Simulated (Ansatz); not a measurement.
Saddle point of AlSiH$_{8}$O$_{3}$, doublet (AlSiH₄O ([AlH][O][SiH3]) + H₂O + H₂O → SiH₄O ([OH][SiH3]) + AlH₂O ([OH][AlH]) + H₂O (still joined by a long Al–O bond); bonds formed: O2–H7, H5–O8; dative contacts that become bonds: Al1–O6; bonds broken: H5–O6, H7–O8; bonds weakened to dative contacts: Al1–O2), PBE0-D4/def2-TZVP structure:

Al1  (-1.178, 0.837, -0.911)
O2  (-0.067, -0.497, -0.208)
Si3  (-0.330, -2.123, -0.046)
H4  (-2.543, 0.844, -0.054)
H5  (0.955, 1.684, 0.304)
O6  (-0.101, 2.200, -0.331)
H7  (0.903, 0.069, 0.299)
O8  (1.626, 0.906, 0.699)
H9  (0.937, -2.841, -0.340)
H10  (-1.383, -2.529, -1.008)
H11  (-0.759, -2.443, 1.339)
H12  (-0.516, 2.978, 0.045)
H13  (2.456, 0.915, 0.212)
(Å)

Energies are electronic, without zero-point energy. Barriers and step energies count from the start structure reached by relaxing down the imaginary mode; all methods use the PBE0-D4 structures, on which another method's saddle can fall below an end. Ansatz 0.2.0; basis: def2-TZVPP, with def2-QZVPP for the basis limit; cores frozen in the correlated methods; orbitals are unrestricted. B3LYP uses VWN-RPA correlation. Extrapolation: Hartree–Fock as exp(−7.88 √X), correlation as X^−2.97.

```json
{"method": "SPW92", "barrier (kJ/mol)": "-0.6", "step energy (kJ/mol)": "8.4"}
{"method": "PBE-D4", "barrier (kJ/mol)": "20.5", "step energy (kJ/mol)": "14.2"}
{"method": "BLYP-D4", "barrier (kJ/mol)": "27.3", "step energy (kJ/mol)": "14.6"}
{"method": "r2SCAN-D4", "barrier (kJ/mol)": "?", "step energy (kJ/mol)": "17.1"}
{"method": "B97M-V", "barrier (kJ/mol)": "42.8", "step energy (kJ/mol)": "22.0"}
{"method": "PBE0-D4", "barrier (kJ/mol)": "28.4", "step energy (kJ/mol)": "16.9"}
{"method": "B3LYP-D4", "barrier (kJ/mol)": "?", "step energy (kJ/mol)": "16.7"}
{"method": "r2SCAN0-D4", "barrier (kJ/mol)": "?", "step energy (kJ/mol)": "18.5"}
{"method": "BHLYP-D4", "barrier (kJ/mol)": "42.5", "step energy (kJ/mol)": "19.4"}
{"method": "CAM-B3LYP-D4", "barrier (kJ/mol)": "31.8", "step energy (kJ/mol)": "16.7"}
{"method": "wB97X-V", "barrier (kJ/mol)": "35.1", "step energy (kJ/mol)": "17.4"}
{"method": "wB97M-V", "barrier (kJ/mol)": "37.5", "step energy (kJ/mol)": "17.2"}
{"method": "B2PLYP", "barrier (kJ/mol)": "35.5", "step energy (kJ/mol)": "18.9"}
{"method": "PBE-QIDH", "barrier (kJ/mol)": "33.7", "step energy (kJ/mol)": "19.2"}
{"method": "RPA on PBE", "barrier (kJ/mol)": "37.1", "step energy (kJ/mol)": "19.3"}
{"method": "HF", "barrier (kJ/mol)": "68.7", "step energy (kJ/mol)": "28.1"}
{"method": "MP2", "barrier (kJ/mol)": "33.3", "step energy (kJ/mol)": "18.9"}
{"method": "CCSD", "barrier (kJ/mol)": "42.8", "step energy (kJ/mol)": "20.2"}
{"method": "CCSD(T)", "barrier (kJ/mol)": "37.8", "step energy (kJ/mol)": "19.1"}
```

(1) Fill in the withheld barriers. (An estimate is asked for; the value comes from the calculation.)

The T1 diagnostic stays at or below 0.013. ⟨S²⟩ of the unrestricted Hartree–Fock references: 0.75 (a pure state has 0.75).

Answers

(1) The calculation gives: r2SCAN-D4 24.5; r2SCAN0-D4 30.2; B3LYP-D4 32.6 kJ/mol. Each is the energy of the saddle less that of the start structure, by the same method.

For comparison, the barrier by CCSD(T) at an estimated basis limit (MP2 extrapolated from triple and quadruple zeta, plus CCSD(T) − MP2 in triple zeta) is 38.9 kJ/mol.

Labels in which every atom is bracketed show which atoms are joined, not bond orders.

For scale, one of the runs: CCSD(T)/def2-TZVPP, 289 basis functions, launched by `ansatz run in.yaml --threads 4 --pin off --events-out ev --progress --plain --max-ram 66560MiB --backend cuda --devices 0, --max-vram 37GiB`. Time: 25 s of wall clock on 4 CPU threads of an AMD EPYC 7R13 and a share of one NVIDIA H100; the host was shared. Peak host memory: 0.84 GiB.
